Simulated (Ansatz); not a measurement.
BFBr2, SMILES BrB(F)Br.

The structure is a stationary point at B3LYP-D3(BJ)/def2-SVP.

Two levels are set side by side: PBE/def2-SVPD (Ansatz, a quantum-chemistry and plane-wave program) and CAM-B3LYP/def2-SVPD (Ansatz). Energy differences of separate SCF runs at the same geometry; the states with an electron removed or added have multiplicity 2 and 2. Differences are taken from unrounded values.

```csv
quantity,PBE
vertical ionisation energy (eV),10.52
vertical singlet–triplet gap (eV),5.16
```

These are the PBE values. What does CAM-B3LYP give? (Estimate from the structure and the level; the computed values follow.)


```json
[
 {"quantity": "vertical ionisation energy (eV)", "CAM-B3LYP": "11.13", "PBE minus CAM-B3LYP": "-0.61"},
 {"quantity": "vertical singlet–triplet gap (eV)", "CAM-B3LYP": "5.70", "PBE minus CAM-B3LYP": "-0.54"}
]
```
